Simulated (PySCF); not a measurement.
**Orbital picture of LaC**

B97-3 at R = 2.132 Å; basis La def2-TZVPP with ECP46, C def2-TZVPP; scalar-relativistic core potentials; PySCF 2.14. State: quartet, about 0.1 electrons in the 4f shell (Mulliken). Only the outer orbitals are listed, counted within each symmetry, core potentials removing the inner ones.

| spin | orbital | occ. | ε (eV) | on La (%) | main shells (%) |
| --- | --- | --- | --- | --- | --- |
| α | 3σ | 1 | -24.51 | 90 | 90 La p |
| α | 1π | 1 | -24.00 | 100 | 100 La p |
| α | 1π | 1 | -23.78 | 100 | 100 La p |
| α | 4σ | 1 | -14.12 | 18 | 82 C s |
| α | 2π | 1 | -6.36 | 29 | 70 C p, 26 La d |
| α | 5σ | 1 | -6.17 | 32 | 63 C p, 28 La d |
| α | 2π | 1 | -5.64 | 34 | 65 C p, 32 La d |
| α | 6σ | 1 | -3.87 | 101 | 84 La s, 12 La d |
| α | 1δ | 0 | -1.57 | 100 | 94 La d |
| α | 1δ | 0 | -1.54 | 100 | 100 La d |
| α | 3π | 0 | -1.17 | 94 | 64 La p, 30 La d |
| β | 3σ | 1 | -23.71 | 92 | 92 La p |
| β | 1π | 1 | -23.65 | 100 | 100 La p |
| β | 1π | 1 | -23.53 | 100 | 100 La p |
| β | 4σ | 1 | -11.59 | 20 | 79 C s, 10 La d |
| β | 2π | 1 | -4.85 | 47 | 52 C p, 45 La d |
| β | 2π | 0 | -2.55 | 54 | 53 La d, 46 C p |
| β | 5σ | 0 | -2.21 | 100 | 68 La s, 31 La d |
| β | 6σ | 0 | -2.13 | 67 | 40 La s, 21 La d, 18 C p |

Question: Which are the highest filled and the lowest empty level, where do they sit, and how wide is the gap?

Answer: Highest filled α 6σ at -3.87 eV (in %: 84 La s, 12 La d); lowest empty β 2π at -2.55 eV (in %: 53 La d, 46 C p); the gap at B97-3 is 1.32 eV.

* bond order (Mayer): 2.16
* ⟨S²⟩: 3.773
* charge on La (Mulliken, basis-dependent): 0.40
* charge on La (Löwdin, basis-dependent): 0.16
* dipole moment (positive dipole means La(−)C(+)): -4.32 D

Shares are Mulliken populations and can fall outside 0 to 100 %.

Spin–orbit coupling is left out. With d or f electrons several states lie close, and the lowest PBE0 determinant need not be the measured ground state.
